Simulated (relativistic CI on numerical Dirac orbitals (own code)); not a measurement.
**Spin-allowed bands of a d3 ion in an octahedral site, by hand**

Problem. Take Δ = 11600 cm⁻¹ and B = 760 cm⁻¹ for a d3 ion in an octahedral site. Calculate the three spin-allowed bands.

Working.
1. The terms of highest spin are 4F (energy 0) and 4P (15B = 11400 cm⁻¹). Here the F term splits into A2 at −1.2Δ = -13920, T2 at −0.2Δ = -2320 and T1 at +0.6Δ = 6960 cm⁻¹.
2. The two T1 states mix through the element 0.4Δ: H = [[6960, 4640], [4640, 11400]], with roots ½(H₁₁ + H₂₂) ∓ ½√[(H₂₂ − H₁₁)² + 4H₁₂²] = ½(18360) ∓ ½(10287) = 4036 and 14324 cm⁻¹.
3. The ground term is 4A2 at -13920 cm⁻¹.
4. Bands: 4T2 11600 cm⁻¹ (862 nm), 4T1(F) 17956 cm⁻¹ (557 nm), 4T1(P) 28244 cm⁻¹ (354 nm).

Check. Exact diagonalisation of the whole d3 shell with these parameters gives 4T2 11600, 4T1 17956, 4T1 28244 cm⁻¹. The match is exact, since without spin-orbit coupling no other term has this spin. The ratio of the second band to the first, 1.548, depends on Δ/B = 15.3 alone, which is how a Tanabe-Sugano diagram is read.
